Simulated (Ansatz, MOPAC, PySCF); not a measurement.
Complex: C2H4 (SMILES C=C) (first 6 atoms) with CH3NO (SMILES NC=O); geometry from B3LYP-D3(BJ)/def2-TZVP, rigid monomers moved along the line of their centres of mass till C1···H10 is 2.38 Å.
(charge 0, multiplicity 1):
| atom | x (Å) | y (Å) | z (Å) |
|---|---|---|---|
| C | 0.4519 | 0.4774 | 0.7391 |
| C | -0.4232 | -0.5141 | 0.6331 |
| H | 1.2096 | 0.4683 | 1.5133 |
| H | 0.4487 | 1.3184 | 0.0556 |
| H | -1.1806 | -0.5278 | -0.1418 |
| H | -0.3974 | -1.3525 | 1.3186 |
| N | -0.9493 | 0.5148 | 3.6602 |
| C | -0.0608 | -0.3304 | 4.2319 |
| O | 0.7598 | -0.9893 | 3.6297 |
| H | -0.9537 | 0.6254 | 2.6561 |
| H | -1.6040 | 1.0307 | 4.2206 |
| H | -0.1549 | -0.3656 | 5.3329 |

Counterpoise-corrected where a basis set is named; no monomer relaxation. Rows marked so take none.

Cores are frozen in the correlated methods. Rows in 3-21G, 6-31G*, STO-3G carry no dispersion term and start afresh at each structure (6-31G* with six Cartesian d functions). MP2/6-31G* freezes PySCF's default core. The state that PM6, PM7 reach isn't checked; PM7 holds dispersion and hydrogen-bond terms.

Codes used: Ansatz (Gaussian basis) for Hartree–Fock, density functionals and correlated methods; MOPAC for PM6, PM7 (differences of heats of formation); PySCF for 3-21G rows, 6-31G* rows, STO-3G rows, the dispersion terms. 

Other levels give for the interaction energy: PBE/def2-TZVPPD -61.0; B3LYP/def2-TZVPPD -9.3; B3LYP-D3(BJ)/def2-TZVPPD -132.8; wB97M-V/def2-TZVPPD -131.4; CCSD(T)/aug-cc-pVDZ -81.1 meV.

### Question
What do these common cheap choices give for the same quantity: PM6, PM7, HF/STO-3G (no counterpoise), HF/3-21G (no counterpoise), HF/6-31G*, HF/6-31G* (no counterpoise), B3LYP/6-31G* (no counterpoise), MP2/6-31G* (no counterpoise)?

### Answer
PM6 -45.7; PM7 -74.2; HF/STO-3G (no counterpoise) 22.2; HF/3-21G (no counterpoise) -156.0; HF/6-31G* 50.2; HF/6-31G* (no counterpoise) -37.8; B3LYP/6-31G* (no counterpoise) -131.7; MP2/6-31G* (no counterpoise) -178.2 meV. They span -178.2 to 50.2 meV.

Ansatz is a program for electronic structure.
